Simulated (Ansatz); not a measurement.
Computed with PBE0-D3(BJ)/def2-TZVP in Ansatz (a first-principles code). No frequencies were computed at this level.

Ansatz 0.2 input:
```yaml
crystal:
  periodic: [false, false, false]
  atoms:
    - { symbol: C, position_ang: [-1.343104, -0.245532, 0.12511] }
    - { symbol: C, position_ang: [-0.022267, -0.272063, -0.640577] }
    - { symbol: C, position_ang: [0.95902, 0.708772, -0.070261] }
    - { symbol: N, position_ang: [2.153094, 0.519064, 0.256738] }
    - { symbol: H, position_ang: [-2.046982, -0.952255, -0.30826] }
    - { symbol: H, position_ang: [-1.182814, -0.513507, 1.167247] }
    - { symbol: H, position_ang: [-1.78499, 0.747732, 0.089407] }
    - { symbol: H, position_ang: [0.404787, -1.278805, -0.625761] }
    - { symbol: H, position_ang: [-0.204537, 0.003853, -1.683962] }
    - { symbol: H, position_ang: [0.576894, 1.716474, 0.075565] }
    - { symbol: H, position_ang: [2.490894, -0.433735, 0.113513] }
basis:
  gaussian: { orbitals: def2-tzvp }
hamiltonian:
  xc: pbe0
  dispersion: d3bj
relax:
  max_steps: 150
```

Output:

```
Functional definition: PBE0
1003 factors; their error is unknown
mean field evaluation 1: about -4701.9168 eV, gradient 6.3e1 eV
mean field evaluation 2: about -4698.9452 eV, gradient 7.1e1 eV
mean field evaluation 4: about -4710.6647 eV, gradient 5.7e0 eV
mean field evaluation 8: about -4710.7337 eV, gradient 4.4e-2 eV
mean field evaluation 16: about -4710.7197 eV, gradient 1.2e-4 eV
mean field -4710.71971035 eV, -173.1157563149 hartree, gradient 2.2e-5 eV, S^2 0.000000; 0 other end points of the search recorded, 0 dependent functions left out
reference -4710.71973828 eV, -173.1157573414 hartree; 16, 16 occupied and 150, 150 virtual orbitals, 1003 factors
relax step   1: F+E_penalty+E_count = -4710.87712069 eV  Δ(F+E_penalty+E_count) = +0.000e0 eV  max|allowed force component| = 8.642e-1 eV/Å  Δτ_max = 0.0000 Å  (28 SCF iters, accepted)
these checks for a lower state are left out or cut short: starts, cluster_reference, orbital_swaps, neighbouring_geometries, increment
1003 factors; their error is unknown
mean field -4710.73581192 eV, -173.1163480367 hartree, gradient 1.3e-5 eV, S^2 0.000000; 0 other end points of the search recorded, 0 dependent functions left out
reference -4710.73583986 eV, -173.1163490634 hartree; 16, 16 occupied and 150, 150 virtual orbitals, 1003 factors
relax step   2: F+E_penalty+E_count = -4710.89298271 eV  Δ(F+E_penalty+E_count) = -1.586e-2 eV  max|allowed force component| = 3.508e-1 eV/Å  Δτ_max = 0.0237 Å  (31 SCF iters, accepted)
these checks for a lower state are left out or cut short: starts, cluster_reference, orbital_swaps, neighbouring_geometries, increment
1003 factors; their error is unknown
mean field evaluation 32: about -4710.7419 eV, gradient 1.3e-5 eV
mean field -4710.74194875 eV, -173.1165735610 hartree, gradient 1.3e-5 eV, S^2 0.000000; 0 other end points of the search recorded, 0 dependent functions left out
reference -4710.74197660 eV, -173.1165745845 hartree; 16, 16 occupied and 150, 150 virtual orbitals, 1003 factors
relax step   3: F+E_penalty+E_count = -4710.89927034 eV  Δ(F+E_penalty+E_count) = -6.288e-3 eV  max|allowed force component| = 1.550e-1 eV/Å  Δτ_max = 0.0587 Å  (31 SCF iters, accepted)
these checks for a lower state are left out or cut short: starts, cluster_reference, orbital_swaps, neighbouring_geometries, increment
1003 factors; their error is unknown
mean field -4710.74156854 eV, -173.1165595886 hartree, gradient 1.3e-5 eV, S^2 0.000000; 0 other end points of the search recorded, 0 dependent functions left out
reference -4710.74159639 eV, -173.1165606122 hartree; 16, 16 occupied and 150, 150 virtual orbitals, 1003 factors
relax step   4: F+E_penalty+E_count = -4710.89907944 eV  Δ(F+E_penalty+E_count) = +1.909e-4 eV  max|allowed force component| = 2.209e-1 eV/Å  Δτ_max = 0.0199 Å  (31 SCF iters, rejected (line search))
these checks for a lower state are left out or cut short: starts, cluster_reference, orbital_swaps, neighbouring_geometries, increment
1003 factors; their error is unknown
mean field -4710.74335147 eV, -173.1166251101 hartree, gradient 1.2e-5 eV, S^2 0.000000; 0 other end points of the search recorded, 0 dependent functions left out
reference -4710.74337931 eV, -173.1166261333 hartree; 16, 16 occupied and 150, 150 virtual orbitals, 1003 factors
relax step   5: F+E_penalty+E_count = -4710.90079071 eV  Δ(F+E_penalty+E_count) = -1.520e-3 eV  max|allowed force component| = 2.098e-2 eV/Å  Δτ_max = 0.0096 Å  (31 SCF iters, accepted)
these checks for a lower state are left out or cut short: starts, cluster_reference, orbital_swaps, neighbouring_geometries, increment
1003 factors; their error is unknown
mean field -4710.74357420 eV, -173.1166332953 hartree, gradient 1.3e-5 eV, S^2 0.000000; 0 other end points of the search recorded, 0 dependent functions left out
reference -4710.74360202 eV, -173.1166343175 hartree; 16, 16 occupied and 150, 150 virtual orbitals, 1003 factors
relax step   6: F+E_penalty+E_count = -4710.90113425 eV  Δ(F+E_penalty+E_count) = -3.435e-4 eV  max|allowed force component| = 2.903e-2 eV/Å  Δτ_max = 0.0291 Å  (31 SCF iters, accepted)
these checks for a lower state are left out or cut short: starts, cluster_reference, orbital_swaps, neighbouring_geometries, increment
1003 factors; their error is unknown
mean field -4710.74381058 eV, -173.1166419820 hartree, gradient 1.3e-5 eV, S^2 0.000000; 0 other end points of the search recorded, 0 dependent functions left out
reference -4710.74383837 eV, -173.1166430031 hartree; 16, 16 occupied and 150, 150 virtual orbitals, 1003 factors
relax step   7: F+E_penalty+E_count = -4710.90149316 eV  Δ(F+E_penalty+E_count) = -3.589e-4 eV  max|allowed force component| = 3.478e-2 eV/Å  Δτ_max = 0.0290 Å  (31 SCF iters, accepted)
these checks for a lower state are left out or cut short: starts, cluster_reference, orbital_swaps, neighbouring_geometries, increment
1003 factors; their error is unknown
mean field evaluation 64: about -4710.7439 eV, gradient 2.7e-4 eV
mean field -4710.74390049 eV, -173.1166452860 hartree, gradient 1.3e-5 eV, S^2 0.000000; 0 other end points of the search recorded, 0 dependent functions left out
reference -4710.74392826 eV, -173.1166463065 hartree; 16, 16 occupied and 150, 150 virtual orbitals, 1003 factors
relax step   8: F+E_penalty+E_count = -4710.90164663 eV  Δ(F+E_penalty+E_count) = -1.535e-4 eV  max|allowed force component| = 2.611e-2 eV/Å  Δτ_max = 0.0242 Å  (31 SCF iters, accepted)
these checks for a lower state are left out or cut short: starts, cluster_reference, orbital_swaps, neighbouring_geometries, increment
1003 factors; their error is unknown
mean field -4710.74391799 eV, -173.1166459293 hartree, gradient 1.3e-5 eV, S^2 0.000000; 0 other end points of the search recorded, 0 dependent functions left out
reference -4710.74394576 eV, -173.1166469497 hartree; 16, 16 occupied and 150, 150 virtual orbitals, 1003 factors
relax step   9: F+E_penalty+E_count = -4710.90166961 eV  Δ(F+E_penalty+E_count) = -2.297e-5 eV  max|allowed force component| = 1.156e-2 eV/Å  Δτ_max = 0.0039 Å  (32 SCF iters, accepted)
these checks for a lower state are left out or cut short: starts, cluster_reference, orbital_swaps, neighbouring_geometries, increment
1003 factors; their error is unknown
mean field -4710.74392359 eV, -173.1166461350 hartree, gradient 1.3e-5 eV, S^2 0.000000; 0 other end points of the search recorded, 0 dependent functions left out
reference -4710.74395136 eV, -173.1166471556 hartree; 16, 16 occupied and 150, 150 virtual orbitals, 1003 factors
relax step  10: F+E_penalty+E_count = -4710.90167437 eV  Δ(F+E_penalty+E_count) = -4.758e-6 eV  max|allowed force component| = 3.324e-3 eV/Å  Δτ_max = 0.0010 Å  (32 SCF iters, accepted)
1003 factors; their error is unknown
mean field evaluation 96: about -4710.7580 eV, gradient 4.4e-2 eV
mean field -4710.74392359 eV, -173.1166461350 hartree, gradient 1.3e-5 eV, S^2 0.000000; 1 other end points of the search recorded, 0 dependent functions left out
reference -4710.74395136 eV, -173.1166471556 hartree; 16, 16 occupied and 150, 150 virtual orbitals, 1003 factors
Total energy: -4710.90170214 eV, -173.1224443897 hartree
Atom 0 at    -1.317738    -0.262855     0.138775 Å, force     0.001349     0.000344    -0.001307 eV/Å
Atom 1 at    -0.017755    -0.252110    -0.657370 Å, force    -0.001439     0.000806     0.000040 eV/Å
Atom 2 at     0.967593     0.730896    -0.107356 Å, force    -0.003324     0.000939     0.000933 eV/Å
Atom 3 at     2.140701     0.512501     0.306493 Å, force     0.002284     0.000728     0.000913 eV/Å
Atom 4 at    -2.042174    -0.948091    -0.304941 Å, force     0.000726     0.000396     0.000789 eV/Å
Atom 5 at    -1.142630    -0.575113     1.170555 Å, force    -0.000270     0.000417    -0.001160 eV/Å
Atom 6 at    -1.771268     0.731128     0.163906 Å, force     0.000476    -0.001264     0.000160 eV/Å
Atom 7 at     0.434299    -1.248644    -0.677819 Å, force    -0.000294     0.000123     0.000611 eV/Å
Atom 8 at    -0.233670     0.025584    -1.696302 Å, force    -0.000443     0.000006     0.000234 eV/Å
Atom 9 at     0.610033     1.766292    -0.051909 Å, force     0.001279    -0.002416    -0.000680 eV/Å
Atom 10 at     2.372603    -0.479589     0.214727 Å, force    -0.000345    -0.000079    -0.000534 eV/Å
Dipole moment:    -0.436727    -0.266458    -0.199027 e Å
```

Cost: about 40 core-seconds (a rough figure).
